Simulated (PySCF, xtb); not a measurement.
C2H5BF2O, SMILES CCOB(F)F.

GFN2-xTB (xtb) at its own geometry gives an orbital gap of 7.47 eV and a dipole moment of 3.38 D.

The structure is a stationary point at ωB97X-D3(BJ)/def2-SVP. One conformer was computed; it need not be the lowest.

Task: What does PBE/def2-TZVP (PySCF) give? (Estimate from the structure and the level; the computed values follow.)

Result: gap 7.71 eV (levels -7.72 and -0.01 eV), dipole 2.38 D.
